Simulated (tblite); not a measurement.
Species: C₄H₈Si.
Bonds: Si1–C2, C2–C3, C3–C4 (double), C4–C5, C3–C5. Hydrogens: H6, H7, H8 on Si1; H9, H10 on C2; H11 on C4; H12, H13 on C5.

Computed with GFN2-xTB (tblite), gas phase: L-BFGS steps from a force-field or distance-geometry start until the largest atomic force falls under 0.01 eV/Å.

At the end of the run (lengths in Å): Si1–C2 1.916, C2–C3 1.457, C3=C4 1.301, C4–H11 1.061, Si1–H7 1.463, C2–H9 1.092, C5–H12 1.087, C2–C3–C5 142.4°, C2–C3–C4 153.1°, Si1–C2–C3 110.7°, C3–C5–C4 51.3°, Si1–C2–C3–C4 -102°, C2–C3–C4–C5 176°, C2–C3–C5–C4 -177°, H6–Si1–C2–C3 -177°, H9–C2–Si1–H6 61°.

Question: These geometries were met on the way; a selection of coordinates is given. Order them by energy above the end point, lowest first.
A. Si1–C2 1.897, C2–C3 1.487, C3=C4 1.293, C4–H11 1.085, Si1–H7 1.469, C2–H9 1.095, C5–H12 1.093, C2–C3–C5 143.9°, C2–C3–C4 151.5°, Si1–C2–C3 111.9°, C3–C5–C4 51.0°, Si1–C2–C3–C4 -122°, C2–C3–C4–C5 180°, C2–C3–C5–C4 180°, H6–Si1–C2–C3 153°, H9–C2–Si1–H6 34°
B. Si1–C2 1.907, C2–C3 1.455, C3=C4 1.297, C4–H11 1.061, Si1–H7 1.458, C2–H9 1.090, C5–H12 1.088, C2–C3–C5 142.9°, C2–C3–C4 152.3°, Si1–C2–C3 112.4°, C3–C5–C4 51.3°, Si1–C2–C3–C4 -124°, C2–C3–C4–C5 -179°, C2–C3–C5–C4 179°, H6–Si1–C2–C3 153°, H9–C2–Si1–H6 33°
C. Si1–C2 1.855, C2–C3 1.500, C3=C4 1.334, C4–H11 1.077, Si1–H7 1.486, C2–H9 1.115, C5–H12 1.106, C2–C3–C5 145.1°, C2–C3–C4 151.2°, Si1–C2–C3 111.8°, C3–C5–C4 53.0°, Si1–C2–C3–C4 -120°, C2–C3–C4–C5 180°, C2–C3–C5–C4 180°, H6–Si1–C2–C3 154°, H9–C2–Si1–H6 35°
D. Si1–C2 1.928, C2–C3 1.450, C3=C4 1.298, C4–H11 1.059, Si1–H7 1.452, C2–H9 1.087, C5–H12 1.089, C2–C3–C5 143.3°, C2–C3–C4 151.8°, Si1–C2–C3 112.2°, C3–C5–C4 51.0°, Si1–C2–C3–C4 -123°, C2–C3–C4–C5 -179°, C2–C3–C5–C4 179°, H6–Si1–C2–C3 153°, H9–C2–Si1–H6 33°
E. Si1–C2 1.919, C2–C3 1.460, C3=C4 1.301, C4–H11 1.062, Si1–H7 1.462, C2–H9 1.092, C5–H12 1.087, C2–C3–C5 143.1°, C2–C3–C4 152.4°, Si1–C2–C3 112.2°, C3–C5–C4 51.3°, Si1–C2–C3–C4 -120°, C2–C3–C4–C5 177°, C2–C3–C5–C4 -178°, H6–Si1–C2–C3 155°, H9–C2–Si1–H6 32°

Answer: E (0.034 eV), B (0.056 eV), D (0.101 eV), A (0.194 eV), C (0.330 eV).

| step | E above end (eV) | rms distance from the end, all atoms (Å) | largest force (eV/Å) | rms shift of all bonds from the end (Å) |
| --- | --- | --- | --- | --- |
| 18 | 0.034 | 0.401 | 0.038 | 0.001 |
| 5 | 0.056 | 0.413 | 0.341 | 0.004 |
| 3 | 0.101 | 0.415 | 0.719 | 0.007 |
| 1 | 0.194 | 0.419 | 1.504 | 0.013 |
| 0 | 0.330 | 0.421 | 2.111 | 0.026 |

Rows stand in the order of the answer.
